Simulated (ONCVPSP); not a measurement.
V: one change to an ONCV potential, before and after

vanadium (V), optimised norm-conserving Vanderbilt (ONCV), made with ONCVPSP 4.0.1 (PBE, scalar-relativistic). Core [Ne], reference 3s2 3p6 3d3 4s1.75 4p0.25. Waves: 3s+4s: rc 1.65 bohr, ncon 4, nbas 9, qcut 6.8 1/bohr, 2 projectors; 3p+4p: rc 1.60 bohr, ncon 3, nbas 7, qcut 9.8 1/bohr, 2 projectors; 3d: rc 1.10 bohr, ncon 3, nbas 8, qcut 10.1 1/bohr, 2 projectors, debl 2.9 Ha; f scattering state at 0.05 Ha: rc 1.75 bohr, ncon 3, nbas 6, qcut 7.3 1/bohr, 2 projectors, debl 0.5 Ha. Local part: polynomial inside 0.95 bohr (lpopt 3, dvloc0 4 Ha). Core correction: Teter function fitted to the true core (icmod 2), fcfact 0.35.

Change: all radii but the core radius scaled by about 0.76 (s 1.26, p 1.22, d 0.84, f 1.34 bohr); local potential polynomial inside 0.72 bohr (lpopt 3, dvloc0 4 Ha).

Cutoffs: the cutoffs (Ha) at which the residual kinetic energy of the hardest occupied pseudo-wave falls to 1 and 0.1 mHa per electron; they do not see the model core or the augmentation charge, which bear on the density cutoff. Errors are all-electron minus pseudo energies relative to the spin-unpolarised reference configuration.

Task: How do hardness, ghosts and transferability respond?

Result: The potential gets harder (49 Ha and 191 Ha → 330 Ha and 564 Ha); of the 4 tests that both files solve, the error grows in 1 and shrinks in 0 by more than 15 % and 0.3 meV (median size 1.3 → 1.2 meV); neither file shows a bound ghost. A smaller radius makes the pseudo-wave follow the all-electron one further in, where it bends more sharply, so more plane waves are needed.

```csv
quantity,base,changed
"cutoff, loose",49 Ha,330 Ha
"cutoff, tight",191 Ha,564 Ha
loose cutoff by channel,"s 14 Ha, p 24 Ha, d 49 Ha","s 23 Ha, p 22 Ha, d 330 Ha"
bound ghosts,none,none
GHOST(+) flags under 300 eV,none,none
"error for 3s2 3p6 3d3 4s2 4p0, meV [ΔE -0.82 eV]",+0.1,0.0
"error for 3s2 3p6 3d3 4s1 4p0, meV [ΔE 6.92 eV]",-0.5,-0.5
"error for 3s2 3p6 3d3 4s0 4p0, meV [ΔE 21.21 eV]",-2.1,-1.8
"error for 3s2 3p6 3d4 4s1 4p0, meV [ΔE -0.23 eV]",+5.0,+9.6
"rms error of d²Exc/dni dnj with the model core, mHa",1.18,0.94
```
